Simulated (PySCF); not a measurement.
GeH4MgSe, SMILES [GeH3][Mg][SeH].

Geometry: PBE-D3(BJ)/def2-SVP. The structure was generated by enumeration; whether it is a known compound was not checked. One conformer was computed; it need not be the lowest.

The numbers are results of PBE/def2-TZVPD in PySCF, not measurements.

Symmetry labels are those of the subgroup Cs that the program uses (full group Cs).

Computed valence orbital energies around the gap with their symmetry:
| orbital | symmetry | energy (eV) |
|---|---|---|
| HOMO−7 | A' | -16.70 |
| HOMO−6 | A' | -13.27 |
| HOMO−5 | A' | -9.20 |
| HOMO−4 | A' | -8.04 |
| HOMO−3 | A" | -8.03 |
| HOMO−2 | A' | -7.32 |
| HOMO−1 | A' | -6.16 |
| HOMO | A" | -5.74 |
| LUMO | A' | -2.05 |
| LUMO+1 | A' | -1.80 |
| LUMO+2 | A" | -1.59 |
| LUMO+3 | A' | -0.72 |
